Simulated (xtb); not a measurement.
C₂H₄O₂, triplet, geometry from GFN2-xTB (a higher spin typed on purpose: for a closed-shell molecule this is an excited state); GFN0-xTB in xtb.

Here is a job for xtb.
```
$ xtb mol.xyz --gfn 0 --uhf 2 --opt --json

# file mol.xyz
8

C     -1.29370611    -0.45495980     0.07134256
C      0.08819231     0.33727888     0.11862454
O      0.99930282    -0.36540853     0.85431055
O      0.29821376     0.79544544    -1.06284776
H     -2.03228451     0.19607021    -0.38031375
H     -1.19809768    -1.37897758    -0.49959502
H     -1.51107589    -0.65825986     1.11601260
H      1.59440817    -0.89304257     0.29239111
```

Task: Write the output that xtb gives for this input, abridged.

Result: 
```
   ID    Z sym.   atoms
    1    6 C      1, 2
    2    8 O      3, 4
    3    1 H      5-8

           -------------------------------------------------
          |                Calculation Setup                |
           -------------------------------------------------

           -------------------------------------------------
          |                 G F N 0 - x T B                 |
           -------------------------------------------------

          ...................................................
          :                      SETUP                      :
          :.................................................:
          :  # basis functions                  24          :
          :  # atomic orbitals                  24          :
          :  # shells                           16          :
          :  # electrons                        24          :
          :  electronic temp.          300.0000000     K    :
          :  accuracy                    1.0000000          :
          :  -> integral cutoff          0.2500000E+02      :
          :  -> integral neglect         0.1000000E-07      :
          ...................................................

         :::::::::::::::::::::::::::::::::::::::::::::::::::::
         ::                     SUMMARY                     ::
         :::::::::::::::::::::::::::::::::::::::::::::::::::::
         :: total energy             -12.850583566886 Eh    ::
         :: gradient norm              0.033062594228 Eh/a0 ::
         :: HOMO-LUMO gap              4.036581927164 eV    ::
         ::.................................................::
         :: H0 energy                -12.864738898292 Eh    ::
         :: repulsion energy           0.109537246168 Eh    ::
         :: electrostat energy        -0.068785099351 Eh    ::
         :: -> Gsolv                   0.000000000000 Eh    ::
         ::    -> Gsasa                0.000000000000 Eh    ::
         ::    -> Gshift               0.000000000000 Eh    ::
         :: dispersion energy         -0.001357459312 Eh    ::
         :: short-range corr.         -0.025239356100 Eh    ::
         :: add. restraining           0.000000000000 Eh    ::
         :: total charge               0.000000000000 e     ::
         :::::::::::::::::::::::::::::::::::::::::::::::::::::

      -----------------------------------------------------------
     |                   =====================                   |
     |                        A N C O P T                        |
     |                   =====================                   |
     |               Approximate Normal Coordinate               |
     |                Rational Function Optimizer                |
      -----------------------------------------------------------
      -----------------------------------------------------------
     |                   =====================                   |
     |                        A N C O P T                        |
     |                   =====================                   |
     |               Approximate Normal Coordinate               |
     |                Rational Function Optimizer                |
      -----------------------------------------------------------

          ...................................................
          :                      SETUP                      :
          :.................................................:
          :   optimization level            normal          :
          :   max. optcycles                   200          :
          :   ANC micro-cycles                  20          :
          :   degrees of freedom                18          :
          :.................................................:
          :   RF solver                   davidson          :
          :   write xtbopt.log                true          :
          :   linear?                        false          :
          :   energy convergence         0.5000000E-05 Eh   :
          :   grad. convergence          0.1000000E-02 Eh/α :
          :   maxmium RF displ.          1.0000000          :
          :   Hlow (freq-cutoff)         0.1000000E-01      :
          :   Hmax (freq-cutoff)         5.0000000          :
          :   S6 in model hess.         20.0000000          :
          ...................................................

generating ANC from exact Hessian ...
Using Lindh-Hessian (1995)
 Shifting diagonal of input Hessian by    0.0000000000000000
 Lowest  eigenvalues of input Hessian
    0.000000    0.000000    0.000000    0.000000    0.000000    0.000000
    0.011439    0.014644    0.038173    0.049587    0.071399    0.083370
    0.101201    0.135168    0.144753    0.197475    0.342388    0.464476
 Highest eigenvalues
    0.816835    1.069282    1.127237    1.170836    1.426716    1.935640

........................................................................
.............................. CYCLE    1 ..............................
........................................................................
 * total energy  :   -12.8505836 Eh     change        0.0000000E+00 Eh
   gradient norm :     0.0330625 Eh/α   predicted     0.0000000E+00 (   0.00%)
   displ. norm   :     0.1864775 α      lambda       -0.1980926E-02
   maximum displ.:     0.1167566 α      in ANC's #1, #2, #6, ...

........................................................................
.............................. CYCLE    2 ..............................
........................................................................
 * total energy  :   -12.8519156 Eh     change       -0.1332031E-02 Eh
   gradient norm :     0.0167727 Eh/α   predicted    -0.1024905E-02 ( -23.06%)
   displ. norm   :     0.1414650 α      lambda       -0.6281496E-03
   maximum displ.:     0.1009561 α      in ANC's #1, #6, #2, ...

........................................................................
[...]
 * total energy  :   -12.8528889 Eh     change       -0.3077711E-03 Eh
 * total energy  :   -12.8532057 Eh     change       -0.3168427E-03 Eh
 * total energy  :   -12.8532540 Eh     change       -0.4824637E-04 Eh
 * total energy  :   -12.8540891 Eh     change       -0.8350722E-03 Eh
 * total energy  :   -12.8544618 Eh     change       -0.3727668E-03 Eh
 * total energy  :   -12.8540577 Eh     change        0.4041603E-03 Eh
 * total energy  :   -12.8548648 Eh     change       -0.8071745E-03 Eh
 * total energy  :   -12.8549600 Eh     change       -0.9517446E-04 Eh
 * total energy  :   -12.8550724 Eh     change       -0.1123843E-03 Eh
 * total energy  :   -12.8551222 Eh     change       -0.4983072E-04 Eh
 * total energy  :   -12.8552025 Eh     change       -0.8025247E-04 Eh
 * total energy  :   -12.8552252 Eh     change       -0.2276305E-04 Eh
 * total energy  :   -12.8552273 Eh     change       -0.2025149E-05 Eh
   *** GEOMETRY OPTIMIZATION CONVERGED AFTER 21 ITERATIONS ***
[...]
          :  # basis functions                  24          :
          :  # atomic orbitals                  24          :
          :  # shells                           16          :
          :  # electrons                        24          :
          :  electronic temp.          300.0000000     K    :
          :  accuracy                    1.0000000          :
          :  -> integral cutoff          0.2500000E+02      :
          :  -> integral neglect         0.1000000E-07      :
          ...................................................

         :::::::::::::::::::::::::::::::::::::::::::::::::::::
         ::                     SUMMARY                     ::
         :::::::::::::::::::::::::::::::::::::::::::::::::::::
         :: total energy             -12.855227268795 Eh    ::
         :: gradient norm              0.000660586114 Eh/a0 ::
         :: HOMO-LUMO gap              4.136725795969 eV    ::
         ::.................................................::
         :: H0 energy                -12.872842213856 Eh    ::
         :: repulsion energy           0.114025785236 Eh    ::
         :: electrostat energy        -0.069496847515 Eh    ::
         :: -> Gsolv                   0.000000000000 Eh    ::
         ::    -> Gsasa                0.000000000000 Eh    ::
         ::    -> Gshift               0.000000000000 Eh    ::
         :: dispersion energy         -0.001352131333 Eh    ::
         :: short-range corr.         -0.025561861327 Eh    ::
         :: add. restraining           0.000000000000 Eh    ::
         :: total charge               0.000000000000 e     ::
         :::::::::::::::::::::::::::::::::::::::::::::::::::::

           -------------------------------------------------
          |                Property Printout                |
           -------------------------------------------------

    * Orbital Energies and Occupations

         #    Occupation            Energy/Eh            Energy/eV
      -------------------------------------------------------------
         1        2.0000           -0.6981142             -18.9967
         2        2.0000           -0.6761911             -18.4001
         3        2.0000           -0.6288202             -17.1111
         4        2.0000           -0.5876507             -15.9908
         5        2.0000           -0.5451195             -14.8335
         6        2.0000           -0.5370488             -14.6138
         7        2.0000           -0.5214299             -14.1888
         8        2.0000           -0.5115360             -13.9196
         9        2.0000           -0.4868874             -13.2489
        10        2.0000           -0.4623617             -12.5815
        11        1.9999           -0.4252938             -11.5728
        12        1.0001           -0.4070693             -11.0769
        13        1.0000           -0.3048663              -8.2958 (HOMO)
        14                         -0.1528444              -4.1591 (LUMO)
        15                         -0.1378504              -3.7511
        16                         -0.0905973              -2.4653
        17                         -0.0899391              -2.4474
        18                          0.0186219               0.5067
        19                          0.0625670               1.7025
        20                          0.1494777               4.0675
        21                          0.2479488               6.7470
        22                          0.2719942               7.4013
        23                          0.3066639               8.3448
        24                          0.3427290               9.3261
      -------------------------------------------------------------
                  HL-Gap            0.1520219 Eh            4.1367 eV
             Fermi-level            0.0000000 Eh            0.0000 eV

     #   Z          covCN         q      C6AA      α(0)
     1   6 C        3.749    -0.431    33.668     8.375
     2   6 C        2.681     0.589    18.542     7.024
     3   8 O        1.660    -0.561    24.049     6.634
     4   8 O        0.858    -0.515    24.048     6.580
     5   1 H        0.925     0.167     1.285     1.773
     6   1 H        0.924     0.199     1.105     1.644
     7   1 H        0.925     0.180     1.207     1.718
     8   1 H        0.805     0.372     0.538     1.152

 Mol. C6AA /au·bohr⁶  :        569.166014
 Mol. C8AA /au·bohr⁸  :      12555.992452
 Mol. α(0) /au        :         34.899101

Wiberg/Mayer (AO) data.
largest (>0.10) Wiberg bond orders for each atom

 ---------------------------------------------------------------------------
     #   Z sym  total        # sym  WBO       # sym  WBO       # sym  WBO
 ---------------------------------------------------------------------------
     1   6 C    3.973 --     7 H    0.979     5 H    0.977     6 H    0.967
                             2 C    0.953
     2   6 C    3.414 --     4 O    1.408     3 O    1.020     1 C    0.953
     3   8 O    2.405 --     2 C    1.020     8 H    0.968     4 O    0.364
     4   8 O    1.884 --     2 C    1.408     3 O    0.364
     5   1 H    0.998 --     1 C    0.977
     6   1 H    0.986 --     1 C    0.967
     7   1 H    0.994 --     1 C    0.979
     8   1 H    1.021 --     3 O    0.968
 ---------------------------------------------------------------------------

Topologies differ in total number of bonds
Writing topology from bond orders to xtbtopo.mol

 dipole moment from electron density (au)
     X       Y       Z
   0.5282  -0.5040   0.3324  total (Debye):    2.039

optimized geometry written to: xtbopt.xyz

           -------------------------------------------------
          | TOTAL ENERGY              -12.855227268795 Eh   |
          | GRADIENT NORM               0.000660586114 Eh/α |
          | HOMO-LUMO GAP               4.136725795969 eV   |
           -------------------------------------------------

normal termination of xtb
```
